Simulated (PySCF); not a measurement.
Method: PySCF, PBE0, basis Y def2-TZVP with ECP28, O def2-TZVP, Cl def2-TZVP (scalar-relativistic core potentials, no spin–orbit coupling, density fitting). Open shells, if any, are unrestricted.

Question: What shape and geometry does isolated singlet YOCl take (every ligand bound to Y)?

Answer: Formally Y is in oxidation state +3, d0. The polar-tensor charge on Y, 1.86, is below the formal one. The lowest minimum found is a singlet of Cs symmetry with Y–Cl 2.503 Å, Y–O 1.797 Å; Cl–Y–O 118.0°. Its harmonic wavenumbers are 128 (a'), 335 (a'), 876 (a') cm⁻¹ and its dipole moment is 7.50 D.

Stability towards spin polarisation was not tested. Other isomers or separated fragments may lie lower.
